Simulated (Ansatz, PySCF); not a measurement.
SZn, SMILES [S]=[Zn].

The structure is a stationary point at PBE0-D3(BJ)/def2-TZVP.

Vertical ionisation energy (IE) and electron affinity (EA) in eV. Rows of orbital energies are one-electron estimates. Where ΔSCF, EOM or ADC give a negative EA the extra electron is unbound and the value depends on the basis.

| level | IE | EA |
|---|---|---|
| −ε(HOMO), −ε(LUMO), CAM-B3LYP/def2-TZVPD (PySCF) | 7.81 | 3.34 |
| −ε(HOMO), −ε(LUMO), M06-2X/def2-TZVPD (PySCF) | 7.59 | 3.63 |
| −ε(HOMO), −ε(LUMO), PBE/def2-TZVPD (PySCF) | 5.52 | 4.98 |
| ΔSCF, PBE0/def2-TZVPD (Ansatz), final states of multiplicity 2 and 2 | (withheld) | (withheld) |
| ΔSCF, PBE/def2-TZVPD (Ansatz), final states of multiplicity 2 and 2 | 8.76 | 2.24 |

Task: What belongs in the gaps? (Estimate from the structure and the level; the computed values follow.)

Result: 
- ΔSCF, PBE0/def2-TZVPD (Ansatz, a quantum-chemistry and plane-wave program), final states of multiplicity 2 and 2, IE: 8.53
- ΔSCF, PBE0/def2-TZVPD (Ansatz), final states of multiplicity 2 and 2, EA: 2.32

Task: What vertical singlet–triplet gap does ΔSCF give with PBE0/def2-TZVPD (Ansatz) and with PBE/def2-TZVPD (Ansatz)? (The exact figures need the calculation; the answer reports its results.)

Result: 0.41 and 0.64 eV (triplet above singlet where positive).
